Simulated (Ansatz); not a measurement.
Reaction (substitution at a C–Sn bond): `C[O][SnH]([CH3])[SH]` + `CO[Si](F)(S)Cl` → `CO[Si](F)(Cl)SC` + `C[O][SnH2][SH]`

Isolated molecules relaxed with PBE0-D4/def2-TZVP in Ansatz; ΔE leaves out vibrations. CCSD(T)/CBS is the MP2 limit (def2-TZVPP, def2-QZVPP) plus CCSD(T) − MP2 in def2-TZVPP, frozen cores. Functionals use def2-TZVPP. B3LYP here is the variant with VWN-RPA as its local correlation; programs differ in this. def2 core potentials past Kr. For Sn outer-core shells are correlated without core-valence functions, which leaves a few kJ/mol of doubt a bond. Each species was taken in one conformer, which may not be the lowest.

| level | ΔE (kJ/mol) | difference from CCSD(T)/CBS |
| --- | --- | --- |
| PBE-D4 | 51.4 | -8.8 |
| r2SCAN-D4 | 53.9 | -6.3 |
| ωB97X-V | 51.1 | -9.1 |
| B2PLYP | 54.9 | -5.3 |
| B3LYP | 51.2 | -9.0 |
| MP2/def2-TZVPP | 62.8 | 2.6 |
| CCSD/def2-TZVPP | 58.2 | -2.0 |
| HF/def2-QZVPP | 47.4 | -12.8 |
| HF/CBS(def2) | 47.3 | -12.9 |
| MP2/CBS(def2) | 64.1 | 3.9 |
| CCSD(T)/CBS | 60.2 | 0 |

Largest T1 diagnostic among the species: 0.013.

In def2-TZVPP, CCSD(T) changes the Hartree–Fock value by +11.3 kJ/mol (the triples alone add +0.7 kJ/mol) and MP2 by +15.3 kJ/mol.
